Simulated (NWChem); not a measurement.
Species: pyrimidine (C4H4N2); SMILES c1cncnc1

```xyz
10

C     -1.3522    -0.0118     0.0000
C     -0.6075    -1.1900     0.0000
N      0.7315    -1.1925     0.0000
C      1.3141     0.0116     0.0000
N      0.7104     1.2052     0.0000
C     -0.6283     1.1792     0.0000
H     -2.4374    -0.0214     0.0000
H     -1.0937    -2.1646     0.0000
H      2.4025     0.0211     0.0000
H     -1.1315     2.1451     0.0000
```
Atoms are numbered in this order, from 1.

All runs: NWChem. Pople sets run with spherical d functions. Structure relaxed at the B3LYP/6-31G* (spherical d) level. Level: B3LYP/6-31G* with SMD (1 M gas to 1 M solution), gas-phase geometry.

What does the run give for solvent toluene? Quantities: solvation free energy (kcal/mol); cavity-dispersion-structure term (kcal/mol); dipole in solution (D).


- solvation free energy (kcal/mol): -6.4
- cavity-dispersion-structure term (kcal/mol): -3.0
- dipole in solution (D): 2.74
